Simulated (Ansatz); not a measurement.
`C=C1[Se]B1O`. The species carries charge 0 and has multiplicity 1.

Cartesian coordinates in Å:
```
C 0.268 0.662 -1.417
C 0.377 0.135 -0.210
Se 1.868 -0.251 1.022
B -0.038 -0.485 1.078
O -1.000 -0.950 1.882
H -0.713 0.758 -1.874
H 1.120 1.011 -1.989
H -1.883 -0.880 1.508
```

(1) List the harmonic frequencies (cm⁻¹, unscaled) at PBE0-D4/def2-TZVP in Ansatz. (An estimate is asked.)

(2) Is this a minimum?

(3) Give the ideal-gas thermochemistry at 298.15 K and 1 bar (rigid rotor, harmonic oscillator; point group Cs, symmetry number 1).

(4) And at 400, 500, 600, 800 and 1000 K?

(5) Rotational constants (cm⁻¹)?

Answers

(1) Computed: 215, 256, 309, 441, 492, 544, 572, 663, 767, 897, 1041, 1066, 1399, 1505, 1783, 3144, 3232, 3867.

(2) Yes, all 18 modes are real.

(3) Zero-point energy 132.7 kJ/mol; H(298) − E = 149.6 kJ/mol; entropy 319.0 J/(mol·K), of which translation 169.8, rotation 113.5, vibration 35.7; G(298) − E = 54.5 kJ/mol.

(4) 
```
T (K)  H − E (kJ/mol)  S (J/mol/K)  G − E (kJ/mol)
  400           159.4        347.2            20.5
  500           170.4        371.7           -15.4
  600           182.5        393.7           -53.7
  800           208.9        431.5          -136.4
 1000           237.4        463.4          -225.9
```

(5) 0.1281, 0.106, 0.058.
